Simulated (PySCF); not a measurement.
Dipole response of Ne (neon, neutral)

[Ne], closed-shell 1S. Computed with PySCF 2.14 in x2c-TZVPPall with one added diffuse shell each of s, p, d type (6s4p3d1f, 40 functions), with the spin-free X2C one-electron Hamiltonian (Gaussian nucleus). Coupled (time-dependent) response in atomic units; α is the mean over directions.

```json
{"method": "UHF", "mean α (bohr³)": "2.310", "C₆ (like pair)": "5.444", "S(−4)": "1.795"}
{"method": "PBE", "mean α (bohr³)": "2.836", "C₆ (like pair)": "7.035", "S(−4)": "3.295"}
{"method": "PBE0", "mean α (bohr³)": "2.653", "C₆ (like pair)": "6.475", "S(−4)": "2.689"}
{"method": "HSE06", "mean α (bohr³)": "2.656", "C₆ (like pair)": "6.485", "S(−4)": "2.692"}
{"method": "r2SCANh", "mean α (bohr³)": "2.645", "C₆ (like pair)": "6.573", "S(−4)": "2.553"}
```

S(−4) is the Cauchy moment in α(ω) = α(0) + S(−4) ω² + …

Reference α: 2.661 bohr³ (recommended; Schwerdtfeger and Nagle, table of static dipole polarizabilities (2023 update)). Published C₆: 6.200 (Chu and Dalgarno (2004); Tang, Norbeck and Certain (1976)).

α(iu) at PBE0:

```csv
u (hartree),α(iu) (bohr³)
0,2.653
0.0500,2.646
0.100,2.626
0.200,2.552
0.300,2.443
0.500,2.175
0.750,1.833
1.00,1.534
1.50,1.086
2.00,0.7963
3.00,0.4770
5.00,0.2257
```

A single London oscillator, α(iu) = α/(1 + u²/ω²), gives C₆ = (3/4) ω α². Matching the computed C₆ needs ω = 4 × 6.475 / (3 × 2.653²) = 1.23 hartree.
